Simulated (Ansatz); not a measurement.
C4H8Si can be A, `C=CC(=C)[SiH3]`, or B, `CC#C[SiH2]C`.

Calculated with Ansatz (gas phase, PBE0-D4/def2-TZVP geometries, no zero-point term in ΔE). CCSD(T)/CBS adds triple-zeta CCSD(T) − MP2 to the extrapolated MP2 energy (def2 sets, frozen cores). DFT in def2-TZVPP. B3LYP here is the variant with VWN-RPA as its local correlation; programs differ in this. One conformer a species, not always the lowest.

(1) Which is lower in electronic energy at CCSD(T)/CBS, and by how much? (Best estimate.)

(2) Give E(B) − E(A) in kJ/mol with PBE0-D4, CCSD/def2-TZVPP, HF/def2-TZVPP, B2PLYP, CCSD(T)/def2-TZVPP, B3LYP, MP2/def2-TZVPP. (Best estimate.)

Largest T1 diagnostic: 0.012.

Results:

(1) Computed: B, by 32.7 kJ/mol.

(2) Computed: PBE0-D4 -28.2, CCSD/def2-TZVPP -35.1, HF/def2-TZVPP -39.9, B2PLYP -39.2, CCSD(T)/def2-TZVPP -31.2, B3LYP -34.3, MP2/def2-TZVPP -46.3. None reverses the order clearly.

From PBE to PBE0 (25 % exact exchange), in def2-TZVPP and without D4, E(B) − E(A) moves by −3.3 kJ/mol. The D4 term adds +9.1 kJ/mol with B3LYP and +4.7 kJ/mol with PBE0; it sums over pairs of atoms, weighted by their polarisabilities, and B3LYP, whose exchange is more repulsive, gets the larger term.
